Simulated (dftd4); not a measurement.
C5H15O2Si (SMILES CCO[SiH](C)[OH+]CC), charge +1, singlet, at a GFN2-xTB geometry; D4 for b3lyp in dftd4 4.2.0.

The dftd4 input:
```
$ dftd4 mol.xyz --func b3lyp --charge 1 --json dftd4.json --noedisp

# file mol.xyz
23

C      2.94369932     1.91177469     0.71550495
C      2.64124402     0.60970739    -0.00095751
O      1.23034019     0.45642314    -0.11564129
Si     0.26214938    -0.71284220    -0.59849238
C      0.14484599    -2.26186060     0.46752199
O     -1.19706517     0.23157620    -0.16869727
C     -2.57050323    -0.06891096    -0.48509897
C     -3.48893689     0.46102128     0.59570044
H      4.01886965     2.03260516     0.80233655
H      2.54227533     2.75459528     0.15936291
H      2.51145476     1.90704963     1.71253350
H      3.06763268     0.60847316    -1.00682324
H      3.04307334    -0.24286950     0.55099586
H      0.16235563    -0.85531801    -2.04114479
H     -0.73270441    -2.86366227     0.24628526
H      0.11483817    -2.01364593     1.52946283
H      1.00638691    -2.90789398     0.31757368
H     -1.07031623     1.16675901     0.05768486
H     -2.81443888     0.36276476    -1.45966455
H     -2.62611340    -1.15430626    -0.55532193
H     -4.51458084     0.19196662     0.36207418
H     -3.43148187     1.54550862     0.65987693
H     -3.23563725     0.03337901     1.56234442
```

What the program printed (banner, timings and long lists left out):

```
                    ____  _____ _____     ____  _  _
      -------------|  _ \|  ___|_   _|---|  _ \| || |------------
     |             | | | | |_    | | ___ | | | | || |_           |
     |             | |_| |  _|   | ||___|| |_| |__   _|          |
     |             |____/|_|     |_|     |____/   |_|            |
     |             ===================================           |
     |            E. Caldeweyher, S. Ehlert & S. Grimme          |
     |          Mulliken Center for Theoretical Chemistry        |
     |                    University of Bonn                     |
      -----------------------------------------------------------

Rational (Becke-Johnson) damping: b3lyp-D4-ATM
---------------------
  s6         1.0000
  s8         2.0293
  s9         1.0000
  a1         0.4087
  a2         4.5381
 alp        16.0000
--------------------

Dispersion energy:      -2.5892732194281E-02 Eh

[Info] JSON dump of results written to 'dftd4.json'
```
